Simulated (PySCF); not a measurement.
Cd(H)(SMe) (CH4CdS), SMILES C[S][CdH].

Coordinates come from a B3LYP-D3(BJ)/def2-TZVP optimisation. The def2 effective core potentials stand for the cores of Cd; spin–orbit coupling is left out.

All values below come from PBE/def2-TZVPD (PySCF).

Symmetry labels are those of the subgroup Cs that the program uses (full group Cs).

Computed valence orbital energies around the gap with their symmetry:
| orbital | symmetry | energy (eV) |
|---|---|---|
| HOMO−7 | A" | -12.87 |
| HOMO−6 | A' | -12.86 |
| HOMO−5 | A' | -10.40 |
| HOMO−4 | A" | -10.31 |
| HOMO−3 | A' | -8.78 |
| HOMO−2 | A' | -7.98 |
| HOMO−1 | A' | -6.41 |
| HOMO | A" | -5.37 |
| LUMO | A' | -1.70 |
| LUMO+1 | A' | -1.31 |
| LUMO+2 | A" | -1.22 |
| LUMO+3 | A' | 0.08 |
